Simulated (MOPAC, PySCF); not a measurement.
C3H9B, SMILES `CB(C)C`, neutral singlet in the gas phase. 

Cartesian coordinates (Å):
```xyz
13

C     -0.7584    -1.3506     0.2941
B      0.0046    -0.0081    -0.0247
C     -0.8104     1.3332    -0.1669
C      1.5745     0.0074    -0.1607
H     -1.7199    -1.4243    -0.2429
H     -1.0311    -1.3169     1.3683
H     -0.1802    -2.2734     0.1314
H     -0.9453     1.4870    -1.2578
H     -0.2646     2.2220     0.1911
H     -1.8189     1.3157     0.2759
H      1.9723    -0.0213     0.8749
H      1.9815    -0.8885    -0.6581
H      1.9906     0.9118    -0.6321
```
Charge 0, multiplicity 1.

All levels are single points at this geometry (B3LYP-D3(BJ)/def2-SVP); Pople sets use spherical d functions. Orbital energies aren't observables, and empty levels follow the basis.

| level | HOMO (eV) | LUMO (eV) | gap (eV) | dipole (D) | vertical IE, Delta-SCF (eV) |
|---|---|---|---|---|---|
| M06-2X/def2-TZVP in PySCF | -9.76 | 0.75 | 10.51 | 0.06 | 10.84 |
| PBE-D3(BJ)/def2-TZVP in PySCF | -7.10 | -1.17 | 5.93 | 0.07 | – |
| B3LYP/3-21G in PySCF | -8.06 | 0.00 | 8.06 | 0.11 | – |
| B3LYP/6-31G* in PySCF | -8.01 | 0.00 | 8.01 | 0.08 | 10.44 |
| BP86/6-31G* in PySCF | -6.90 | -0.90 | 5.99 | 0.09 | – |
| M06-2X/6-31G* in PySCF | -9.59 | 1.10 | 10.68 | 0.08 | – |
| PBE/6-31G* in PySCF | -6.78 | -0.83 | 5.95 | 0.10 | – |
| SVWN5/6-31G* in PySCF | -6.81 | -1.01 | 5.81 | 0.11 | – |
| HF/6-31G* in PySCF | -11.82 | 4.08 | 15.91 | 0.05 | 10.27 |
| AM1 in MOPAC | -11.02 | 1.75 | 12.77 | 0.11 | – |
| PM3 in MOPAC | -11.52 | 1.06 | 12.58 | 0.16 | – |
| PM6 in MOPAC | -10.57 | 1.13 | 11.70 | 0.18 | – |
| PM7 in MOPAC | -10.79 | -0.08 | 10.70 | 0.19 | – |
